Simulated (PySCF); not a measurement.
Compound: AuCl3(PF3) (singlet state).
Bonds: Au1–Cl2, Au1–Cl3, Au1–Cl4, Au1–P5, P5–F6, P5–F7, P5–F8.

Method used: PySCF, PBE0-D3(BJ)/def2-SVP geometry optimisation, gas phase, def2 core potentials past Kr.

**Question.** How far are the bound atoms from Au1?

**Answer.** 4 atoms: Cl3 2.276 Å, P5 2.285 Å, Cl4 2.301 Å, Cl2 2.326 Å. The nearest atom not counted as bound is F7, at 3.27 Å.

**Question.** List the angles at Au1.

**Answer.** 
```tsv
angle	degrees	distance of the outer atoms (Å)
Cl3–Au1–P5	175.9	4.56
Cl2–Au1–Cl4	174.8	4.62
Cl2–Au1–Cl3	93.6	3.35
Cl4–Au1–P5	92.5	3.31
Cl3–Au1–Cl4	91.6	3.28
Cl2–Au1–P5	82.3	3.04
```

**Question.** What is the shape at Au1?

**Answer.** Square planar: angles from 82.3° to 175.9°; τ4 = (360° − α − β)/141° = 0.07 with α and β the two widest (0 for a square, 1 for a tetrahedron). The Au–Cl distances aren't all alike: 2.276 to 2.326 Å.

**Question.** What are the other bond lengths?

**Answer.** P5–F6, P5–F7, P5–F8 1.558 Å.

**Question.** Give some angles away from the centre.

**Answer.** Au1–P5–F6 116.4°, Au1–P5–F8 118.6°, F6–P5–F7 102.2°.

**Question.** What are the rotational constants (commonest isotopes, rigid rotor)?

**Answer.** A = 1051, B = 603.6, C = 418.9 MHz: an asymmetric top.

Point group: near Cs, missed by 0.09 Å at most; the miss may be what the optimiser left on a soft mode. Charge 0, singlet. Stationary, but not proved a minimum.
